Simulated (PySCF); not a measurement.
# Working out the ionisation energy of S⁺

S⁺ [Ne] 3s2 3p3 (4S) → S²⁺ [Ne] 3s2 3p2 (3P). All numbers are calculated (PySCF 2.14, the non-relativistic Hamiltonian (point nucleus), in aug-cc-pwCVDZ (6s5p3d, 36 functions)). Frozen: nothing. Energies in hartree (1 hartree = 27.21139 eV):

```
             part   S⁺ (lower)  S²⁺ (upper)
              UHF  -397.160287  -396.325106
MP2 opposite-spin    -0.158877    -0.152460
    MP2 same-spin    -0.066711    -0.055576
```

Q: What does Hartree-Fock give?

A: (-396.325106) − (-397.160287) = 0.835181 hartree = 22.726 eV.

Q: What do MP2 and SCS-MP2 (6/5 opposite-spin, 1/3 same-spin) give?

A: The opposite-spin parts differ by 0.175 eV and the same-spin parts by 0.303 eV. MP2: 22.726 + (0.175) + (0.303) = 23.204 eV. SCS-MP2: 22.726 + 1.2 × (0.175) + (0.303)/3 = 23.037 eV.

A first-order spin-orbit estimate adds -0.061 eV to MP2 (all electrons), giving 23.143 eV against 23.338 eV (measured; NIST Atomic Spectra Database, ionization energies).

A double-zeta basis recovers only part of the correlation energy.

What remains against the reference includes basis incompleteness and correlation beyond second order.
